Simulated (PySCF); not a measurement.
Geometries of 2 isomers of C3H7B2F3, from PBE0-D3(BJ)/def2-SVP geometry optimisation, gas phase (PySCF). One conformer each, no zero-point energy, no frequencies.

Question: Which isomer lies lower at this level?
A.
```xyz
15
angstrom
B      2.553    0.052    0.269
C      1.465   -0.804   -0.439
B      0.173    0.066   -0.510
C     -1.137   -0.370    0.246
C     -2.199    0.683    0.361
F     -1.745    1.761    1.017
F     -3.276    0.245    1.026
F     -2.618    1.094   -0.840
H      2.956   -0.232    1.374
H      2.991    1.042   -0.271
H      1.312   -1.801   -0.003
H      1.792   -0.854   -1.498
H      0.179    1.083   -1.164
H     -0.904   -0.758    1.251
H     -1.561   -1.226   -0.310
```
B.
```xyz
15
angstrom
B     -0.804    1.527    0.239
C     -0.549   -0.003    0.270
B     -1.954   -0.670    0.190
C      0.552   -0.578   -0.606
C      1.926   -0.214   -0.107
F      2.077    1.113    0.019
F      2.879   -0.649   -0.933
F      2.165   -0.746    1.100
H     -0.552    2.164   -0.758
H     -1.334    2.077    1.174
H     -0.411   -0.275    1.348
H     -2.871   -0.244    0.852
H     -2.127   -1.652   -0.497
H      0.516   -1.676   -0.667
H      0.470   -0.190   -1.632
```

Answer: A. That is `BCBCC(F)(F)F`, 12.8 kcal/mol below the other.

```csv
SMILES,atoms numbered as above,E (Eh),relative (kcal/mol),relative (kJ/mol),dipole (D)
BCBCC(F)(F)F,[BH2:1][CH2:2][BH:3][CH2:4][C:5]([F:6])([F:7])[F:8],-466.91549,0.0,0.0,2.75
BC(B)CC(F)(F)F,[BH2:1][CH:2]([BH2:3])[CH2:4][C:5]([F:6])([F:7])[F:8],-466.89512,12.8,53.5,1.74
```
